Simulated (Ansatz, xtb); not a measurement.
Two isomers of C4H9Br

We compare I, `CCCCBr`, a singlet, with II, `CC(C)(C)Br`, a singlet. Both are isolated molecules in the gas phase, relaxed with PBE-D3(BJ)/def2-SVP, each in the lowest conformer that the search found.

I (Å):

```xyz
14

C    -1.2047    2.7846   -0.1322
C    -1.1501    1.2645   -0.2822
C    -2.1917    0.5390    0.5734
C    -2.1802   -0.9760    0.4543
Br   -0.5149   -1.7867    1.1406
H    -1.0208    3.0917    0.9186
H    -0.4419    3.2834   -0.7629
H    -2.1966    3.1887   -0.4248
H    -0.1409    0.8910   -0.0058
H    -1.2968    0.9826   -1.3487
H    -3.2136    0.8736    0.2783
H    -2.0737    0.8255    1.6413
H    -2.2546   -1.3127   -0.5978
H    -2.9905   -1.4463    1.0408
```

II (Å):

```json
{"atom": "C", "x (Å)": "-1.6582", "y (Å)": "1.4976", "z (Å)": "-0.0741"}
{"atom": "C", "x (Å)": "-0.7509", "y (Å)": "0.4581", "z (Å)": "-0.7274"}
{"atom": "C", "x (Å)": "-0.1580", "y (Å)": "0.9613", "z (Å)": "-2.0411"}
{"atom": "C", "x (Å)": "-1.4515", "y (Å)": "-0.8880", "z (Å)": "-0.8948"}
{"atom": "Br", "x (Å)": "0.7994", "y (Å)": "0.1576", "z (Å)": "0.5368"}
{"atom": "H", "x (Å)": "-1.1257", "y (Å)": "2.4547", "z (Å)": "0.0872"}
{"atom": "H", "x (Å)": "-2.5267", "y (Å)": "1.6922", "z (Å)": "-0.7402"}
{"atom": "H", "x (Å)": "-2.0438", "y (Å)": "1.1421", "z (Å)": "0.9008"}
{"atom": "H", "x (Å)": "0.3893", "y (Å)": "1.9131", "z (Å)": "-1.8994"}
{"atom": "H", "x (Å)": "-0.9811", "y (Å)": "1.1396", "z (Å)": "-2.7668"}
{"atom": "H", "x (Å)": "0.5360", "y (Å)": "0.2199", "z (Å)": "-2.4818"}
{"atom": "H", "x (Å)": "-0.7701", "y (Å)": "-1.6476", "z (Å)": "-1.3242"}
{"atom": "H", "x (Å)": "-2.3137", "y (Å)": "-0.7657", "z (Å)": "-1.5857"}
{"atom": "H", "x (Å)": "-1.8350", "y (Å)": "-1.2672", "z (Å)": "0.0720"}
```

Q: Which of the two would you expect CCSD(T)/def2-SVP + ΔMP2/def2-TZVPP electronic energies to favour?

A: Structure II; the calculation gives E(II) − E(I) = −0.244 eV.

Level by level:

```csv
level,geometry,E(II) − E(I) (eV),departure from the last row (eV),"job, with rough time for the two"
GFN2-xTB,GFN2-xTB,−0.196,+0.048,"optimisation, 0.21 s"
HF/STO-3G,GFN2-xTB,+0.015,+0.260,"single point, 0.94 s"
r2SCAN-D4/def2-SVP,GFN2-xTB,−0.251,−0.007,"single point, 7.5 s"
PBE-D3(BJ)/def2-SVP,PBE-D3(BJ)/def2-SVP,−0.184,+0.060,"optimisation, 24 s"
HF/def2-SVP,PBE-D3(BJ)/def2-SVP,−0.125,+0.119,part of the CCSD(T) run
MP2/def2-SVP,PBE-D3(BJ)/def2-SVP,−0.287,−0.043,part of the CCSD(T) run
CCSD(T)/def2-SVP,PBE-D3(BJ)/def2-SVP,−0.251,−0.006,single point
CCSD(T)/def2-SVP + ΔMP2/def2-TZVPP,PBE-D3(BJ)/def2-SVP,−0.244,,"single point, 1.8 min"
```

As drawn, both hold the same kinds of bond in the same numbers. Structure I has 1 methyl group, II 3.

HF/STO-3G finds them nearly level. The largest departure from CCSD(T)/def2-SVP + ΔMP2/def2-TZVPP is that of HF/STO-3G, 0.260 eV. The last row adds to CCSD(T) the change of the MP2 difference between the two basis sets, here +0.006 eV.

With thermal terms from frequencies at re-optimised GFN2-xTB minima (ideal gas, soft modes damped towards free rotors, one conformer each, 298.15 K, 1 atm): on the last row, ΔE + ΔZPE = −0.276, ΔH = −0.270, ΔG = −0.221 eV.

Tabulated enthalpies of formation at 298 K are −107.1 kJ/mol for I (CRC Handbook of Chemistry and Physics) and −132.4 kJ/mol for II (CRC Handbook of Chemistry and Physics), a difference of −0.262 eV. Calculated less tabulated ΔH, with the same thermal term: GFN2-xTB +0.040, HF/STO-3G +0.252, r2SCAN-D4/def2-SVP −0.015, PBE-D3(BJ)/def2-SVP +0.052, HF/def2-SVP +0.111, MP2/def2-SVP −0.051, CCSD(T)/def2-SVP −0.014, CCSD(T)/def2-SVP + ΔMP2/def2-TZVPP −0.008 eV. Handbook values carry no stated uncertainty.

The correlated steps freeze 13 core orbitals; the filled d shell of Br is correlated, in a basis made for valence electrons. Codes used: Ansatz 0.2.0, xtb 6.7.1; the last row on 2 threads of Intel(R) Xeon(R) Platinum 8259CL CPU @ 2.50GHz (Skylake/Cascade Lake) on a shared host.
